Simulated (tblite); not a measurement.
Species: C6H11O2 (doublet state).
Geometry (GFN2-xTB, Å), atoms numbered from 1 in this order:
```
atom  x, y, z in Å
C1    -1.128   -1.495    0.210
C2    -0.726   -0.073    0.181
C3    -1.763    0.911    0.103
O4    -2.961    0.670    0.075
O5    -1.317    2.198    0.067
C6     0.704    0.340    0.170
C7     1.624   -0.650    0.881
C8     1.158    0.531   -1.291
H9    -0.590   -2.066   -0.549
H10   -2.199   -1.576    0.041
H11   -0.891   -1.947    1.176
H12   -2.088    2.783    0.029
H13    0.781    1.318    0.658
H14    1.306   -0.796    1.911
H15    1.631   -1.613    0.377
H16    2.640   -0.264    0.889
H17    0.541    1.279   -1.781
H18    1.076   -0.405   -1.838
H19    2.193    0.863   -1.315
```

The geometry is computed with GFN2-xTB (gas phase). This method treats the open shell by occupation alone, without spin polarisation.

Take the most abundant isotopes and a rigid rotor. The values belong to one conformer with, in the numbering `[CH3:1][C:2]([C:3](=[O:4])[OH:5])[CH:6]([CH3:7])[CH3:8]`, C1–C2–C3–O4 1°, C2–C3–O5–H -179°, C1–C2–C6–C7 -30°.

Task: What are A, B and C (GHz)?

Result: Ia = 168.14, Ib = 333.72, Ic = 422.83 u·Å²; 505379 MHz·u·Å²/I gives 3006, 1514 and 1195 MHz, that is A = 3.0058, B = 1.5144, C = 1.1952 GHz.

Task: What kind of rotor is it?

Result: An asymmetric top. Ray's parameter κ = (2B − A − C)/(A − C) = -0.647; −1 is the prolate and +1 the oblate limit.

Task: What does the inertial defect say?

Result: Not planar: Δ = Ic − Ia − Ib = -79.03 u·Å². For a rigid frame Δ = −2 Σ m c², so Σ m c² = 39.52 u·Å² lies off the ab plane: 13.32 from hydrogen and 26.20 from heavier atoms. The atom farthest from that plane is 1.83 Å away.

Task: Where do the levels up to J = 2 lie, in MHz?

Result: Above 0(0,0):
J = 1: 1(0,1) 2710, 1(1,1) 4201, 1(1,0) 4520
J = 2: 2(0,2) 8083, 2(1,2) 9301, 2(1,1) 10258, 2(2,1) 14733, 2(2,0) 14779

Task: Estimate the classical rotational partition function at 100 K, 200 K and 298.15 K.

Result: Point group C1, symmetry number σ = 1; q = (√π/σ)·√((kT/h)³/(ABC)), k/h = 20836.6 MHz/K: 72300 at 100 K, 204000 at 200 K, 372000 at 298.15 K.

For this open shell read J as N, the rotation without spin; fine and hyperfine splittings come on top. Its GFN2-xTB frequencies are all real (lowest 46 cm⁻¹). No vibrational averaging or centrifugal distortion is included, and the geometry carries the error of its method.
